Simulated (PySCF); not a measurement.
Gas-phase reaction: 2 SbH₃ + N₂ = 2 Sb + 2 NH₃

Energies from PySCF, thermal terms from the rigid-rotor harmonic-oscillator model, ideal gas at 1 bar. † marks an energy on the PBE0/def2-TZVP geometry and frequencies. MP2 freezes the core. Open shells (unrestricted): Sb (multiplicity 4); the rest are closed-shell singlets. B3LYP is the form with VWN-RPA correlation. Sb: scalar-relativistic def2 core potential, no spin-orbit coupling. MP2 isn't extrapolated to the basis-set limit.

PBE/def2-TZVP† gives ΔH°(298 K) = 204 kJ.

### Question
What do B3LYP/def2-TZVP†, LDA/def2-TZVP†, MP2/def2-TZVPP† give?

### Answer
B3LYP/def2-TZVP†: 201 kJ; LDA/def2-TZVP†: 275 kJ; MP2/def2-TZVPP†: 121 kJ. For scale, ΔH°(298 K) is 204 kJ at this level, 189 kJ at ωB97M-V/def2-TZVP†, and runs from -42 to 275 kJ over the 18 levels computed.
